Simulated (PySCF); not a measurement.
C3H13GeNSSi, SMILES [CH3][Ge]([CH3])([CH3])[S][SiH2]N, GFN2-xTB optimised geometry.

```
20

Si    -0.70    -0.46     3.41
N     -1.91     0.74     3.63
S     -1.07    -1.84     1.79
Ge    -0.32    -0.72     0.00
C     -0.99     1.16     0.00
C      1.67    -0.72     0.00
C     -1.02    -1.70    -1.58
H     -0.71    -1.32     4.58
H      0.55     0.26     3.16
H     -2.03     1.46     2.93
H     -2.81     0.45     3.96
H     -2.07     1.19     0.11
H     -0.73     1.63    -0.94
H     -0.54     1.74     0.80
H      2.05    -1.74     0.03
H      2.04    -0.25    -0.90
H      2.07    -0.18     0.86
H     -0.71    -2.74    -1.55
H     -0.65    -1.25    -2.50
H     -2.11    -1.68    -1.60
```

Density from PySCF 2.14.0 with PBE0/def2-SVP at that geometry.

Minimum of the electron density along straight lines between bonded atoms, close to the bond critical point (lines longer than 1.1 times the sum of covalent radii, or with two minima, are not listed):

```tsv
bond	length / Å	ρ at the minimum / e bohr⁻³	∇²ρ there / e bohr⁻⁵	position (fraction from the first atom)
Si1–N2	1.720	0.124	0.75	0.40
Si1–S3	2.162	0.089	0.15	0.36
S3–Ge4	2.239	0.094	0.05	0.56
Ge4–C5	2.001	0.119	0.03	0.47
Ge4–C6	1.995	0.121	0.03	0.47
Ge4–C7	1.988	0.122	0.03	0.47
Si1–H8	1.451	0.121	0.34	0.49
Si1–H9	1.458	0.119	0.33	0.49
N2–H10	1.008	0.331	-1.53	0.77
N2–H11	1.008	0.331	-1.53	0.77
C5–H12	1.086	0.273	-0.98	0.63
C5–H13	1.085	0.273	-0.98	0.63
C5–H14	1.087	0.272	-0.98	0.62
C6–H15	1.086	0.273	-0.99	0.63
C6–H16	1.086	0.273	-0.98	0.62
C6–H17	1.086	0.273	-0.99	0.63
C7–H18	1.086	0.273	-0.99	0.63
C7–H19	1.086	0.273	-0.98	0.62
C7–H20	1.086	0.273	-0.99	0.63
```
